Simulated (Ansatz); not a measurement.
TeF₄. Charge 0, multiplicity 1. Geometry relaxed at B3LYP-D4/def2-SVP.

```xyz
5

Te   -0.140   -0.342   -0.453
F     0.718   -1.722    0.630
F    -0.884    1.316   -1.168
F     1.432    0.679   -0.129
F    -1.126    0.069    1.120
```

In the def2 sets Te takes a core potential; there is no spin–orbit coupling.

(1) Estimate the harmonic wavenumbers at RKS B3LYP-D4/def2-SVP (Ansatz, unscaled). Is this a minimum?

Answers

(1) 117, 166, 257, 268, 289, 590, 636, 671, 674 cm⁻¹. Yes, no mode is imaginary beyond noise. Zero-point energy 21.9 kJ/mol. Run time 21 s (4 threads of Arm Neoverse V1 on a shared host).
